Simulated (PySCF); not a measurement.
## 29Si chemical shifts

[PySCF 2.14.0 with density-fitted response routines: shieldings: GIAO PBE0/pcSseg-1; GFN2-xTB structure; one computed conformer; no solvent; equivalent nuclei averaged; non-relativistic Hamiltonian]

Shieldings were converted by a linear fit to measured shifts: 29Si (scatter 8.9 ppm rms, 25.8 ppm with the 6 outliers that the fit left out vs TMS, solution or neat liquid). Occasional misses reach two or three times the rms, and more in compound classes unlike the fitted ones.

Question: Give the 29Si shifts of `O=C(/C=C\[SiH3])O[SiH3]`, `F[C@@H]1[C@@H]([C@@H]([SiH3])Cl)C12CC2`, `C=C(Cl)[C@@H]1C[C@H](F)C[SiH2]1`, `C#C[Si@@H](Cl)[Si@@H](N)[Si@@H](C)[SiH3]`, `COC1=C[SiH2]O[SiH2]1`, `C#CC[C@@H](CC(F)F)N[SiH3]`.

Answer: 
| compound | environment | δ (ppm) |
| --- | --- | --- |
| [O:1]=[C:2](/[CH:3]=[CH:4]\[SiH3:5])[O:6][SiH3:7] | Si7: silicon bonded to O, 3 H | -38.8 |
| [O:1]=[C:2](/[CH:3]=[CH:4]\[SiH3:5])[O:6][SiH3:7] | Si5: silicon bonded to C, 3 H | -80.0 |
| F[C@@H]1[C@@H]([C@@H]([SiH3])Cl)C12CC2 | silicon bonded to C, 3 H | -57.7 |
| C=C(Cl)[C@@H]1C[C@H](F)C[SiH2]1 | silicon bonded to 2 C, 2 H, in a 5-membered ring | -30.6 |
| [CH:1]#[C:2][Si@@H:3]([Cl:4])[Si@@H:5]([NH2:6])[Si@@H:7]([CH3:8])[SiH3:9] | Si3: silicon bonded to C, Cl, Si, H | -33.0 |
| [CH:1]#[C:2][Si@@H:3]([Cl:4])[Si@@H:5]([NH2:6])[Si@@H:7]([CH3:8])[SiH3:9] | Si5: silicon bonded to N, 2 Si, H | -38.4 |
| [CH:1]#[C:2][Si@@H:3]([Cl:4])[Si@@H:5]([NH2:6])[Si@@H:7]([CH3:8])[SiH3:9] | Si7: silicon bonded to C, 2 Si, H | -75.7 |
| [CH:1]#[C:2][Si@@H:3]([Cl:4])[Si@@H:5]([NH2:6])[Si@@H:7]([CH3:8])[SiH3:9] | Si9: silicon bonded to Si, 3 H | -101.7 |
| [CH3:1][O:2][C:3]1=[CH:4][SiH2:5][O:6][SiH2:7]1 | Si5: silicon bonded to C, O, 2 H, in a 5-membered ring | -11.7 |
| [CH3:1][O:2][C:3]1=[CH:4][SiH2:5][O:6][SiH2:7]1 | Si7: silicon bonded to C, O, 2 H, in a 5-membered ring | -27.8 |
| C#CC[C@@H](CC(F)F)N[SiH3] | silicon bonded to N, 3 H | -53.7 |
